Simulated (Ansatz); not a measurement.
Basis-set series for `FC(F)(F)C[O][Ti]([F])([F])[F]`. Charge 0, multiplicity 1. The geometry is a stationary point of PBE0-D4/def2-TZVP. It is one conformer, not always the lowest.

| functional | basis | functions | energy (Eh) | HOMO (eV) | LUMO (eV) |
| --- | --- | --- | --- | --- | --- |
| PBE0-D4 | def2-SVP | 167 | -1599.83701 | -9.89 | -2.63 |
| PBE0-D4 | def2-QZVPP | 666 | -1600.91823 | -10.01 | -2.60 |
| ωB97M-V | def2-SVP | 167 | -1600.50341 | -12.24 | -0.28 |
| ωB97M-V | def2-QZVPP | 666 | -1601.59984 | -12.39 | -0.28 |

Q: Give the rows for def2-TZVPP. (Best estimate.)

A: Ansatz gave: 
```
functional       basis  functions  energy (Eh)  HOMO (eV)  LUMO (eV)
   PBE0-D4  def2-TZVPP        371  -1600.86356     -10.00      -2.61
   ωB97M-V  def2-TZVPP        371  -1601.54884     -12.38      -0.28
```

Scalar relativity is left out up to krypton.
